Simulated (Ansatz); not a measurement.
Mulliken charges of CH₄GeOS, SMILES `C[S][Ge][OH]` from B3LYP/def2-TZVPP in Ansatz (PBE0-D4/def2-TZVP geometry).

```tsv
atom	x (Å)	y (Å)	z (Å)	charge (e)
C1	-0.649	0.808	-0.234	-0.297
S2	1.041	1.185	0.299	-0.264
Ge3	2.055	-0.795	0.661	0.435
O4	0.747	-1.947	0.266	-0.425
H5	-0.654	0.239	-1.165	0.119
H6	-1.152	1.758	-0.414	0.133
H7	-1.199	0.273	0.542	0.119
H8	-0.096	-1.578	-0.011	0.178
```

By hand: the dipole of these point charges (1 e Å = 4.8032 D).

Σ q r = (0.104, -0.057, 0.034) e Å, of length 0.123 e Å = 0.59 D.

How does the dipole of the full density compare? (Best estimate.)

Computed: (-0.324, 0.085, -0.105) e Å, 1.69 D; the point charges give 0.35 times that, at 166° from its direction, so they point the opposite way.

Point charges leave out the atoms' own dipoles, such as those of lone pairs, and Mulliken's split depends on the basis, so the two needn't agree.

B3LYP here is the variant with VWN-RPA as its local correlation; programs differ in this.
